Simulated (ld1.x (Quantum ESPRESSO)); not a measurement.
**Zr (Z = 40), ultrasoft: configuration errors across variants**

```
Element                 : Zr
Generator               : ld1.x (Quantum ESPRESSO) 7.5
Type                    : ultrasoft
Functional              : LDA (PZ)
Relativity              : scalar-relativistic
Frozen core             : [Ar] 3d10
Valence charge          : 12
Reference configuration : 4s2 4p6 4d2 5s2 5p0
Partial waves           : 4s (bound): rcut 1.55, rcutus 1.80 bohr; 5s (bound): rcut 1.55, rcutus 1.80 bohr; 4p (bound): rcut 2.10, rcutus 2.40 bohr; 5p (bound, empty): rcut 2.10, rcutus 2.40 bohr; 4d (bound): rcut 2.25, rcutus 3.00 bohr; 4d channel at 0.3 Ry: rcut 2.25, rcutus 3.00 bohr
Local potential         : all-electron potential smoothed inside 2.50 bohr (lloc = -1)
Core correction         : a·sin(br)/r model core, default radius (core density twice the valence density)
Augmentation charge     : built from norm-conserving waves at rcut, not smoothed further
```

All-electron excitation energies from the reference (eV): (1) 4s2 4p6 4d2 5s1 5p0 7.352; (2) 4s2 4p6 4d2 5s0 5p0 20.593; (3) 4s2 4p6 4d1 5s0 5p0 43.414; (4) 4s2 4p6 4d2 5s0 5p2 6.396; (5) 4s2 4p6 4d3 5s1 5p0 1.225; (6) 4s2 4p6 4d3 5s0 5p0 7.809; (7) 4s2 4p6 4d2 5s0 5p1 11.164; (8) 4s2 4p6 4d2 5s2 5p0 spin -0.483; (9) 4s2 4p6 4d2 5s1 5p0 spin 6.271.

Spin tests fill each open shell by Hund’s rule, majority spin first.

On the changes marked as counting shells twice: ld1.x takes every shell without a wave as core, so the model core holds the marked electrons as well and exchange and correlation see them twice. This cancels in the reference configuration, but the file is broken for other ones, and its errors say nothing about a proper core correction.

The overlap operator is not positive definite (basis up to 400 Ry) in “waves 4s (bound): rcut 1.06, rcutus 1.12 bohr; 5s (bound): rcut 1.06, rcutus 1.12 bohr”. Such files are unfit for use, however small their errors in these radial tests.

3 further variants failed, have other tests or another functional or relativity, and are left out.

The file “base” misses its own reference levels by 1.5 eV. The file “type TM semilocal; waves now 4s (bound): rc 1.80 bohr; 4p (bound): rc 2.40 bohr; 4d (bound): rc 3.00 bohr; local potential the d channel (5s counted twice)” misses its own reference levels by 0.6 eV.

Errors AE − PS in meV (a dash: test not solved or not reliable):

```csv
change,(1),(2),(3),(4),(5),(6),(7),(8),(9),bound ghosts
base,+850,+2351,+2228,+697,+1349,+2345,+1170,+43,+818,not determined
"waves 4s (bound): rcut 1.06, rcutus 1.12 bohr; 5s (bound): rcut 1.06, rcutus 1.12 bohr",–,–,–,–,–,–,–,–,–,not determined (overlap not positive)
type TM semilocal; waves now 4s (bound): rc 1.80 bohr; 4p (bound): rc 2.40 bohr; 4d (bound): rc 3.00 bohr; local potential the d channel (5s counted twice),-946,-2709,-3967,-1360,-545,-1633,-1718,-11,-1086,none
```

Give the same row for: local potential all-electron potential smoothed inside 2.98 bohr (lloc = -1).

+855, +2303, +2182, +676, +1308, +2295, +1141, +40, +1032; bound ghosts: not determined.
